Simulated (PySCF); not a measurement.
Species: ClGeH5OSi.
Geometry (PBE0-D3(BJ)/def2-SVP, Å), atoms numbered from 1 in this order:
```xyz
9
ClGeH5OSi angstrom
Cl     1.2879    1.9930   -0.5813
Si     1.5840    0.0209    0.0092
O      0.1357   -0.6540    0.3698
Ge    -1.5812   -0.2473    0.0723
H      2.4550    0.0330    1.2122
H      2.2381   -0.6817   -1.1264
H     -1.9168    1.0302    0.8560
H     -2.3636   -1.4587    0.5943
H     -1.7799   -0.0506   -1.4396
```

The calculation used PBE0-D3(BJ)/def2-SVP geometry optimisation, gas phase in PySCF.

Take the most abundant isotopes and a rigid rotor. The values belong to one conformer with, in the numbering `[Cl:1][SiH2:2][O:3][GeH3:4]`, Cl1–Si2–O3–Ge4 15°.

Problem. What are A, B and C (GHz)?

Solution. Ia = 94.50, Ib = 407.98, Ic = 489.35 u·Å²; 505379 MHz·u·Å²/I gives 5348, 1239 and 1033 MHz, that is A = 5.3482, B = 1.2387, C = 1.0328 GHz.

Problem. What kind of rotor is it?

Solution. A near-prolate asymmetric top: κ = (2 × 1239 − 5348 − 1033)/(5348 − 1033) = -0.90.

Problem. What does the inertial defect say?

Solution. Not planar: Δ = Ic − Ia − Ib = -13.12 u·Å². For a rigid frame Δ = −2 Σ m c², so Σ m c² = 6.56 u·Å² lies off the ab plane: 6.28 from hydrogen and 0.28 from heavier atoms. The atom farthest from that plane is 1.38 Å away.

Problem. Give the other two planar moments, Paa and Pbb, and the rms extents of the mass along the axes.

Solution. Paa = Σ m a² = (Ib + Ic − Ia)/2 = 401.42 and Pbb = Σ m b² = (Ia + Ic − Ib)/2 = 87.93 u·Å². With the mass M = 157.90 u, the rms extents √(P/M) along a, b and c are 1.59, 0.75, 0.20 Å.

Problem. Where do the levels up to J = 5 lie, in K?

Solution. Above 0(0,0), as E/k:
J = 1: 1(0,1) 0.109, 1(1,1) 0.306, 1(1,0) 0.316
J = 2: 2(0,2) 0.327, 2(1,2) 0.514, 2(1,1) 0.544, 2(2,1) 1.136, 2(2,0) 1.136
J = 3: 3(0,3) 0.652, 3(1,3) 0.826, 3(1,2) 0.886, 3(2,2) 1.463, 3(2,1) 1.465, 3(3,1) 2.474, 3(3,0) 2.474
J = 4: 4(0,4) 1.085, 4(1,4) 1.242, 4(1,3) 1.341, 4(2,3) 1.899, 4(2,2) 1.904, 4(3,2) 2.911, 4(3,1) 2.911, 4(4,1) 4.325, 4(4,0) 4.325
J = 5: 5(0,5) 1.623, 5(1,5) 1.761, 5(1,4) 1.909, 5(2,4) 2.443, 5(2,3) 2.455, 5(3,3) 3.457, 5(3,2) 3.457, 5(4,2) 4.871, 5(4,1) 4.871, 5(5,1) 6.690, 5(5,0) 6.690
Those of J = 1 are B + C, A + C and A + B.

Problem. Predict some low-J microwave lines.

Solution. The dipole components are |μa| = 1.29 D, |μb| = 0.15 D, |μc| = 0.18 D. Intensities carry the squares of the components, which stand as 1.00 : 0.01 : 0.02 (a : b : c). Some lines, for components of 0.1 D or more:

```csv
type,branch,"J(Ka,Kc)",MHz,lower level (cm⁻¹)
a,Q,"4(1,3) ← 4(1,4)",2059,0.863
a,R,"1(0,1) ← 0(0,0)",2271,0.000
c,Q,"4(1,4) ← 4(0,4)",3276,0.754
b,Q,"1(1,0) ← 1(0,1)",4315,0.076
a,R,"2(1,2) ← 1(1,1)",4337,0.213
b,Q,"3(1,2) ← 3(0,3)",4863,0.453
a,R,"4(1,4) ← 3(1,3)",8659,0.574
a,R,"4(3,2) ← 3(3,1)",9101,1.719
a,R,"4(2,2) ← 3(2,1)",9155,1.018
b,Q,"4(2,3) ← 4(1,4)",13681,0.863
c,R,"3(2,1) ← 2(1,1)",19181,0.378
c,R,"3(2,2) ← 2(1,2)",19761,0.358
c,Q,"4(4,1) ← 4(3,1)",29473,2.023
c,R,"4(3,1) ← 3(2,1)",30131,1.018
c,R,"4(3,2) ← 3(2,2)",30167,1.017
c,R,"4(4,1) ← 3(3,1)",38574,1.719
```

No PBE0-D3(BJ)/def2-SVP frequencies stand behind this structure, so it isn't proved a minimum. These are rigid-rotor constants of the computed structure; measured ground-state constants (B0) also hold zero-point vibration. A rigid rotor knows nothing of internal rotation, which can split or shift real lines. Quadrupole hyperfine structure (35Cl) is left out.

Hardware: one thread of an Arm Neoverse V1, no GPU, on a shared host. Cost: 60 s, 0.42 GiB resident at most. These figures are those of the optimisation.
